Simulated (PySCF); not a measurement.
# Static response to an electric field

Species: C5H3F3O2.
SMILES with atom numbers: `[O:1]=[C:2]1[O:3][CH2:4][C@H:5]1[C:6]([F:7])=[C:8]([F:9])[F:10]` (hydrogens: H11, H12 on C4; H13 on C5)

Cartesian coordinates in Å at the PBE0-D3(BJ)/def2-SVP level; atoms count from 1:
```xyz
13
C5H3F3O2 angstrom
O      2.013    1.344   -1.132
C      1.601    0.534   -0.376
O      2.203    0.002    0.714
C      1.037   -0.774    1.068
C      0.311   -0.289   -0.197
C     -0.946    0.464   -0.046
F     -0.937    1.417    0.890
C     -2.054    0.278   -0.764
F     -2.154   -0.634   -1.699
F     -3.150    0.968   -0.622
H      1.268   -1.846    1.119
H      0.605   -0.421    2.015
H      0.213   -1.050   -0.984
```

Level: CAM-B3LYP/def2-SVPD (PySCF), static field, nuclei fixed, core orbitals frozen in the response. The polarisability tensor in these axes (au):

```
x   77.82  1.46  7.90
y    1.46 57.56 -4.43
z    7.90 -4.43 62.23
```

Task: Give the principal values, the mean and the anisotropy Δα = √{½[(α1 − α2)² + (α2 − α3)² + (α1 − α3)²]}.

Result: Principal values 53.55, 62.94 and 81.12 au; mean 65.87 au = 9.76 Å³ = 10.86 × 10⁻⁴⁰ C²·m²/J; Δα = 24.28 au (37 % of the mean).

Task: What is the dipole moment, and where does it point?

Result: (-1.68, -3.53, 1.28) D, 4.11 D in size, pointing from the negative to the positive side. Measured along this direction, the outermost atoms are O1 at the negative end and H11 at the positive end.

Task: Traceless (Buckingham) quadrupole moment about the centre of nuclear charge: eigenvalues?

Result: -13.81, 4.39, 9.41 D·Å. The values depend on the origin, since the dipole doesn't vanish. The electronic extent ⟨r²⟩ about the same centre is 1465 bohr², a root-mean-square distance of 2.32 Å for the 76 electrons.

Task: Directions of the eigenvectors, and the extent of the frame along each?

Result: Largest value along (0.92, -0.02, 0.39), where the nuclei span 5.47 Å; middle along (-0.30, -0.65, 0.69), 3.87 Å; least along (-0.24, 0.76, 0.61), 3.28 Å. The response follows the extents in order.

Task: Find the Langevin capture rate constant for O2+ (31.990 u) meeting this molecule (152.009 u), k = 2.342 × 10⁻⁹ cm³/s × √(α in Å³ / reduced mass in u).

Result: The reduced mass is 26.43 u, so k = 1.42 × 10⁻⁹ cm³/s. The formula leaves out the permanent dipole, which adds to the capture rate.

Geometry: PBE0-D3(BJ)/def2-SVP, one conformer, isolated molecule.
